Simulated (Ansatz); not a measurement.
`C[Se]B(Cl)Cl` and `ClB(Cl)I` differ in one atom or group.

Ansatz, PBE0-D4/def2-TZVP geometries, multiplicity 1. Each molecule was computed in one conformer, which needn't be the lowest.

Elements past krypton have def2 core potentials. Scalar relativity is left out up to krypton.

```csv
property,`C[Se]B(Cl)Cl`
HOMO energy (PBE0/def2-TZVPP) / eV,-7.32
HOMO energy (ωB97M-V/def2-TZVPP) / eV,-9.41
HOMO–LUMO gap (ωB97M-V/def2-TZVPP) / eV,10.21
HOMO–LUMO gap (PBE/def2-TZVPP) / eV,4.13
size of the dipole moment (ωB97M-V/def2-TZVPP) / D,1.98
HOMO energy (B3LYP/def2-TZVPP) / eV,-7.09
```

(1) What does the change do to each property? (Estimate.)

Answers

(1) Ansatz gave: 
| property | `ClB(Cl)I` | shift |
| --- | --- | --- |
| HOMO energy (PBE0/def2-TZVPP) / eV | -7.89 | -0.57 |
| HOMO energy (ωB97M-V/def2-TZVPP) / eV | -10.02 | -0.61 |
| HOMO–LUMO gap (ωB97M-V/def2-TZVPP) / eV | 10.10 | -0.11 |
| HOMO–LUMO gap (PBE/def2-TZVPP) / eV | 3.87 | -0.26 |
| size of the dipole moment (ωB97M-V/def2-TZVPP) / D | 0.01 | -1.97 |
| HOMO energy (B3LYP/def2-TZVPP) / eV | -7.62 | -0.53 |

With PBE0 the HOMO falls by 0.57 eV and the LUMO falls by 0.75 eV, so the gap narrows by about 0.18 eV. PBE moves the HOMO by -0.48 eV and ωB97M-V by -0.61 eV. The zero-point energy changes by -99.7 kJ/mol with -12 modes.

B3LYP here is the variant with VWN-RPA as its local correlation; programs differ in this.

Spin–orbit coupling is left out; it splits and shifts lone-pair levels of the heavy atoms by tenths of an eV.
